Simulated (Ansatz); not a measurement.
`[NH2][InH2]` + `[OH]`• → `[NH2][InH]`• + H₂O  (hydrogen abstraction from the In–H bond)

Computed with Ansatz on PBE0-D4/def2-TZVP structures; ΔE is electronic, products minus reactants. CCSD(T)/CBS is the MP2 limit (def2-TZVPP, def2-QZVPP) plus CCSD(T) − MP2 in def2-TZVPP, frozen cores. This one scheme is used for every species. DFT in def2-TZVPP. HSE06 is defined as in plane-wave codes. Open shells (•) are unrestricted, without spin–orbit coupling. Elements past krypton have def2 core potentials. For In outer-core shells are correlated without core-valence functions, which leaves a few kJ/mol of doubt a bond.

```json
{"level": "HSE06-D4", "ΔE (kJ/mol)": "-203.1"}
{"level": "r2SCAN0", "ΔE (kJ/mol)": "-191.4"}
```

Q: What does CCSD(T)/CBS give? (Best estimate.)

A: Computed: -205.1 kJ/mol. The listed levels differ from it by 2.0, 13.7 kJ/mol.

Largest T1 diagnostic among the species: 0.019.

At CCSD(T), def2-SVP lies +21.5 kJ/mol from the extrapolated value and def2-TZVPP +9.1 kJ/mol. From PBE to PBE0 (25 % exact exchange), in def2-TZVPP and without D4, ΔE moves by +17.1 kJ/mol. Leaving LDA and LC-ωPBE aside and taking each functional with its dispersion term where it has one, the values, not all of them listed here, spread over 40.2 kJ/mol, from PBE-D4 to BHLYP-D4. LDA lies −31.2 kJ/mol from PBE without D4.
